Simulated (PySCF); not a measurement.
# Correlation energy of Te (tellurium, neutral)

[Kr] 4d10 5s2 5p4, high-spin 3P determinant. Calculation: PySCF 2.14, in aug-cc-pVDZ-PP with ECP28MDF (5s4p3d, 32 functions); a scalar-relativistic core potential. Frozen: 4s2 4p6 4d10; 6 electrons correlated.

| level | correlation energy (mhartree) |
| --- | --- |
| CCSD | -77.90 |
| (T) | -1.29 |
| CCSD(T) | -79.19 |
| CCSDT | -79.50 |

Diagnostics: T1 = 0.0089, D1 = 0.0256, largest double amplitude 0.044.

Cost of the coupled-cluster step: of the order of 0.5 core-seconds, for 6 correlated electrons.

Iterations:

```
CC2 = 0
CCSD nocc = (np.int64(4), np.int64(2)), nmo = (23, 23)
frozen orbitals [[0, 1, 2, 3, 4, 5, 6, 7, 8], [0, 1, 2, 3, 4, 5, 6, 7, 8]]
max_cycle = 100
direct = 0
conv_tol = 1e-08
conv_tol_normt = 1e-06
diis_space = 8
diis_start_cycle = 0
Init t2, MP2 energy = -0.0633776449854792
Init E_corr(UCCSD) = -0.0633776449861543
cycle = 1  E_corr(UCCSD) = -0.0743988404926754  dE = -0.0110211955  norm(t1,t2) = 0.0422524
cycle = 2  E_corr(UCCSD) = -0.0768074786958856  dE = -0.0024086382  norm(t1,t2) = 0.0140428
cycle = 3  E_corr(UCCSD) = -0.077928017607427  dE = -0.00112053891  norm(t1,t2) = 0.00581758
cycle = 4  E_corr(UCCSD) = -0.0778973739929258  dE = 3.06436145e-05  norm(t1,t2) = 0.00101361
cycle = 5  E_corr(UCCSD) = -0.077902433790872  dE = -5.05979795e-06  norm(t1,t2) = 0.000366102
cycle = 6  E_corr(UCCSD) = -0.0779020303174796  dE = 4.03473392e-07  norm(t1,t2) = 0.000105384
cycle = 7  E_corr(UCCSD) = -0.0779020689730228  dE = -3.86555432e-08  norm(t1,t2) = 2.56851e-05
cycle = 8  E_corr(UCCSD) = -0.077902185640465  dE = -1.16667442e-07  norm(t1,t2) = 5.92982e-06
cycle = 9  E_corr(UCCSD) = -0.0779021338020716  dE = 5.18383934e-08  norm(t1,t2) = 1.15278e-06
cycle = 10  E_corr(UCCSD) = -0.0779021440167247  dE = -1.02146531e-08  norm(t1,t2) = 2.72016e-07
cycle = 11  E_corr(UCCSD) = -0.0779021414240885  dE = 2.59263619e-09  norm(t1,t2) = 7.00558e-08
UCCSD converged
E(UCCSD) = -267.0763853184195  E_corr = -0.07790214142408851
UCCSD(T) correction = -0.00129139549710353
```
